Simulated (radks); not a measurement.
Question: Coherent X-ray form factor from a spherical all-electron density. Method: scalar-relativistic Kohn-Sham, r2SCAN, spin-unpolarised, spherical densities, finite nucleus; meta-GGA in the generalised Kohn-Sham scheme; Fermi nuclear charge, rms radius of each element as measured or else 0.836 A^(1/3) + 0.57 fm; computed with a radial shooting solver on a logarithmic mesh with Libxc functionals.

sin(theta)/lambda (1/angstrom),f0 (electrons)
0.05,51.396
0.1,49.707
0.15,47.246
0.2,44.394
0.25,41.481
0.3,38.717
0.4,33.912
0.5,29.960
0.6,26.624
0.8,21.518
1,18.204
1.25,15.441
1.5,13.148
2,9.185

The species is in the configuration that NIST lists as its ground one. Which atom or ion scatters so?

Answer: The barium ion Ba4+, [Kr] 4d10 5s2 5p4. Extrapolating in s^2 from the first two rows gives f0(0) = 52.0, near the electron count 52; among species with that count, the fall with angle is slower the higher Z, and the table is that of Z = 56; from so few rows the species is fixed only to a neighbour or two.
